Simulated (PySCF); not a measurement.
Compound: C₅H₄O₃.
Atom-mapped SMILES: `[CH3:1][O:2][c:3]1[cH:4][c:5](=[O:6])[c:7]1=[O:8]` (hydrogens: H9, H10, H11 on C1; H12 on C4)

Cartesian coordinates in Å at the GFN2-xTB level; atoms count from 1:
```xyz
12
C5H4O3 angstrom
C      2.0770   -0.0097    0.1800
O      1.0173   -0.8426   -0.2720
C     -0.1959   -0.3647   -0.1769
C     -0.7780    0.7942    0.2650
C     -2.1412    0.3455   -0.0468
O     -3.2459    0.7947    0.0451
C     -1.5205   -0.9779   -0.5540
O     -1.8751   -2.0139   -1.0235
H      2.9941   -0.5720    0.0220
H      1.9600    0.2206    1.2413
H      2.1060    0.9199   -0.3927
H     -0.3966    1.7051    0.6864
```

Method used: TDDFT PBE0/def2-SVPD, vertical, gas phase, core orbitals frozen in the response (PySCF 2.14.0, density-fitted response routines).

Orbital energies (eV): HOMO-3 -11.05, HOMO-2 -9.32, HOMO-1 -8.40, HOMO -7.19, LUMO -2.09, LUMO+1 -1.45, LUMO+2 0.11.

Lowest singlets, with some entries withheld (?).

```tsv
state	ν̃ (cm⁻¹)	f	main configurations (H = HOMO, L = LUMO)
S1	26790	0.0000	H→L (95%)
S2	31300	0.0001	H→L+1 (95%)
S3	43760	0.0000	H-2→L (88%), H-2→L+1 (8%)
S4	?	0.088	H-1→L (93%)
S5	?	0.0002	H-2→L+1 (88%), H-2→L (9%)
S6	?	0.224	H-1→L+1 (67%), H→L+2 (25%)
```

Problem. What stands in place of each question mark?

Solution. 
- S4: ν̃ = 45190 cm⁻¹
- S5: ν̃ = 49690 cm⁻¹
- S6: ν̃ = 50600 cm⁻¹

Problem. How far apart are S1 and S5, in eV and cm⁻¹?

Solution. 6.161 − 3.321 = 2.840 eV, or about 22900 cm⁻¹.

Problem. What is the mean static polarisability from the same response equations?

Solution. 69.0 au (10.22 Å³), with principal values 42.8, 72.0 and 92.2 au.

Problem. Where do the lowest triplets lie (Tamm–Dancoff)?

Solution. T1 2.86 eV, H→L (87%), H→L+1 (9%); T2 3.44 eV, H→L+1 (88%), H→L (8%). E(S1) − E(T1) = +0.46 eV.

One conformer stands for the species.
